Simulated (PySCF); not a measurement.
Si(OMe)4 (C4H12O4Si), SMILES CO[Si](OC)(OC)OC.

Coordinates come from a B3LYP-D3(BJ)/def2-SVP optimisation. The isomer is the one that the SMILES or the coordinates give; other isomers of the formula were not compared. The values are those of a single conformer.

Calculation: PySCF with CAM-B3LYP/def2-SVP.

Gas-phase values at a fixed geometry.

### Question
Estimate the frontier levels, gap, dipole moment and polarisability. (The exact figures need the calculation; the answer reports its results.)

### Answer

| Quantity | Result |
|---|---|
| highest occupied level | -9.32 eV |
| lowest empty level | 2.59 eV |
| orbital gap | 11.91 eV |
| dipole moment | 0.00 D |
| quadrupole, principal values (traceless, Buckingham form, about the centre of nuclear charge) | -1.11, -1.11, 2.22 D·Å |
| mean static polarisability | 72.7 bohr³ (10.77 Å³) |
| polarisability, principal values | 72.3, 72.3, 73.5 bohr³ |
